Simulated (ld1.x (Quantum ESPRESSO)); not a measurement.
silver, RRKJ: configuration errors across variants

Ag, norm-conserving RRKJ (Kleinman–Bylander form), made with ld1.x (Quantum ESPRESSO) 7.5 (PBE, scalar-relativistic). Core [Ar] 3d10, reference 4s2 4p6 4d8 5s0 5p0 (charge +3). Waves: 4p (bound): rc 1.45 bohr; 4d (bound): rc 1.45 bohr; 4s (bound): rc 0.95 bohr. Local part: the s channel. Core correction: Bessel-smoothed model core inside 0.60 bohr. rho0 = 0.005.

All-electron excitation energies from the reference (eV): (1) 4s2 4p6 4d10 5s1 5p0 -66.064; (2) 4s2 4p6 4d10 5s0 5p0 -58.307; (3) 4s2 4p6 4d9 5s0 5p0 -36.193; (4) 4s2 4p6 4d9 5s1 5p1 -57.492; (5) 4s2 4p6 4d10 5s0.5 5p0 -63.048; (6) 4s2 4p6 4d7 5s0 5p0 51.716; (7) 4s2 4p6 4d10 5s0 5p1 -62.198.

4 further variants failed, have other tests or another functional or relativity, and are left out.

Errors AE − PS in meV (a dash: test not solved or not reliable):

```tsv
change	(1)	(2)	(3)	(4)	(5)	(6)	(7)	bound ghosts
base	+93	+18	+9.0	+190	+61	+5.3	+62	none
core correction Bessel-smoothed model core inside 0.86 bohr	+93	+18	+9.0	+190	+61	+5.3	+62	none
wave 4d (bound): rc 1.45 bohr becomes 4d (bound): rc 1.78 bohr	+85	+19	+12	+184	+57	+17	+60	none
wave 4p (bound): rc 1.45 bohr becomes 4p (bound): rc 1.94 bohr	+86	+11	+6.7	+116	+54	+1.4	+11	none
all radii but the core radius scaled by about 0.88 (s 0.84, p 1.28, d 1.28 bohr)	+96	+17	+8.3	+158	+63	+2.5	+39	none
local potential all-electron potential smoothed inside 1.30 bohr (lloc = -1)	-53	+9.2	+6.2	-62	-27	+1.0	+18	none
```

(1) Give the same row for: wave 4s (bound): rc 0.95 bohr becomes 4s (bound): rc 1.14 bohr.

## Answers

(1) +244, +26, +12, +413, +153, +9.4, +85; bound ghosts: none.
